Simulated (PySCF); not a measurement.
isocyanic acid cation (CHNO), SMILES N=C=O (connectivity only; charge and spin as stated), charge +1, multiplicity 2.

The structure is a stationary point at ωB97X-D3(BJ)/def2-TZVP. The multiplicity is an assumed one; other spin states were not compared.

Level of theory: M06-2X/def2-TZVPD (PySCF).

Isolated molecule, no solvent.

The total energy comes out as -168.25707 hartree and the point group is Cs. The α spin, highest occupied and lowest empty level is -20.59 and -7.33 eV and the β spin, highest occupied and lowest empty level is -19.84 and -12.92 eV. The dipole moment about the centre of nuclear charge is 3.11 D, the mean static polarisability comes out as 17.9 bohr³ (2.65 Å³) and the polarisability, principal values is 12.4, 12.5, 28.6 bohr³. The ⟨S²⟩ is 0.768 (pure state 0.75).
